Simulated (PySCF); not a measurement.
**Running PySCF for Ge⁺**

The script input.py:

```python
from pyscf import gto, scf, cc

mol = gto.M(
    atom='Ge 0 0 0',
    basis='x2c-svpall',
    charge=1,
    spin=1,
    verbose=4,
)
mf = scf.ROHF(mol)
mf = mf.sfx2c1e()
mf.kernel()
mycc = cc.CCSD(mf)
mycc.kernel()
e = mycc.eeccsd(nroots=3)[0]
print('roots (eV) =', (e*27.211386).round(3))
mf.dip_moment()
print('orbital energies (hartree):', mf.mo_energy[..., max(0, mol.nelec[1]-3):mol.nelec[0]+3].round(4))
```

```bash
$ python input.py
```

It prints (some set-up lines and the per-cycle HOMO/LUMO lines with their warnings removed):

```
PySCF version 2.14.0

[INPUT] verbose = 4
[INPUT] num. atoms = 1
[INPUT] num. electrons = 31
[INPUT] charge = 1
[INPUT] spin (= nelec alpha-beta = 2S) = 1
[INPUT] symmetry False subgroup None
[INPUT] Mole.unit = angstrom
[INPUT] Symbol           X                Y                Z      unit          X                Y                Z       unit  Magmom
[INPUT]  1 Ge     0.000000000000   0.000000000000   0.000000000000 AA    0.000000000000   0.000000000000   0.000000000000 Bohr   0.0

nuclear repulsion = 0
number of shells = 3
number of NR pGTOs = 74
number of NR cGTOs = 32
basis = x2c-svpall
ecp = {}

******** <class 'pyscf.x2c.sfx2c1e.sfX2C1eROHF'> ********
method = sfX2C1eROHF
initial guess = minao
damping factor = 0
level_shift factor = 0
DIIS = <class 'pyscf.scf.diis.CDIIS'>
diis_start_cycle = 1
diis_space = 8
diis_damp = 0
SCF conv_tol = 1e-09
SCF conv_tol_grad = None
SCF max_cycles = 50
direct_scf = True
direct_scf_tol = 1e-13
num. doubly occ = 15  num. singly occ = 1

******** <class 'pyscf.x2c.sfx2c1e.SpinFreeX2CHelper'> ********
approx = 1e
xuncontract = 1
Set gradient conv threshold to 3.16228e-05
init E= -2096.40638965467

cycle= 1 E= -2096.39112206312  delta_E= 0.0153  |g|= 0.243  |ddm|= 0.789
cycle= 2 E= -2096.41768954146  delta_E= -0.0266  |g|= 0.158  |ddm|= 0.539
cycle= 3 E= -2096.4199477951  delta_E= -0.00226  |g|= 0.0135  |ddm|= 0.0348
cycle= 4 E= -2096.42007782516  delta_E= -0.00013  |g|= 0.00163  |ddm|= 0.0343
cycle= 5 E= -2096.4200789407  delta_E= -1.12e-06  |g|= 6.95e-05  |ddm|= 0.00242
cycle= 6 E= -2096.42007894357  delta_E= -2.87e-09  |g|= 1.12e-05  |ddm|= 0.000122
cycle= 7 E= -2096.42007894363  delta_E= -6.23e-11  |g|= 4.24e-07  |ddm|= 2.75e-05
Extra cycle  E= -2096.42007894363  delta_E= -9.09e-13  |g|= 1.68e-07  |ddm|= 9.21e-07
converged SCF energy = -2096.42007894363

WARN: RCCSD method does not support ROHF method. ROHF object is converted to UHF object and UCCSD method is called.

******** <class 'pyscf.cc.uccsd.UCCSD'> ********
CC2 = 0
CCSD nocc = (np.int64(16), np.int64(15)), nmo = (32, 32)
max_cycle = 50
direct = 0
conv_tol = 1e-07
conv_tol_normt = 1e-06
diis_space = 6
diis_start_cycle = 0
diis_start_energy_diff = 1e+09
Init t2, MP2 energy = -0.203068498198353
Init E_corr(UCCSD) = -0.205363035403117
cycle = 1  E_corr(UCCSD) = -0.193083804653666  dE = 0.0122792307  norm(t1,t2) = 0.0647438
cycle = 2  E_corr(UCCSD) = -0.203113756502476  dE = -0.0100299518  norm(t1,t2) = 0.021515
cycle = 3  E_corr(UCCSD) = -0.202328146543662  dE = 0.000785609959  norm(t1,t2) = 0.00849678
cycle = 4  E_corr(UCCSD) = -0.203519845301606  dE = -0.00119169876  norm(t1,t2) = 0.00349078
cycle = 5  E_corr(UCCSD) = -0.203519465614212  dE = 3.79687394e-07  norm(t1,t2) = 0.000436213
cycle = 6  E_corr(UCCSD) = -0.203506661239101  dE = 1.28043751e-05  norm(t1,t2) = 6.1722e-05
cycle = 7  E_corr(UCCSD) = -0.203507776406128  dE = -1.11516703e-06  norm(t1,t2) = 1.2552e-05
cycle = 8  E_corr(UCCSD) = -0.203507718364997  dE = 5.80411315e-08  norm(t1,t2) = 1.54175e-06
cycle = 9  E_corr(UCCSD) = -0.203507685211726  dE = 3.31532702e-08  norm(t1,t2) = 4.06814e-07
UCCSD converged
E(UCCSD) = -2096.623586628845  E_corr = -0.2035076852117263

******** <class 'pyscf.cc.eom_uccsd.EOMEESpinFlip'> ********
max_space = 20
max_cycle = 50
conv_tol = 1e-07
partition = None
EOM-CCSD root 0 E = -9.289674633850398e-05  qpwt = 0.971185  conv = True
EOM-CCSD root 1 E = -9.287224943610064e-05  qpwt = 0.971185  conv = True
EOM-CCSD root 2 E = 6.291590501140122e-11  qpwt = 0.976265  conv = True
roots (eV) = [-0.003 -0.003  0.   ]
Dipole moment(X, Y, Z, Debye):  0.00000, -0.00000,  0.00000
orbital energies (hartree): [-1.9343 -1.9307 -0.8601 -0.3764 -0.2507 -0.2507  0.0398]
```

In short: E(SCF) = -2096.420079 Eh, 7 cycles, E(CCSD) − E(SCF) = -0.20351 Eh, excitation roots -0.003, -0.003, 0.000 eV.

Wall time 6.2 s on one thread of a shared host.

No search for the lowest solution was made.
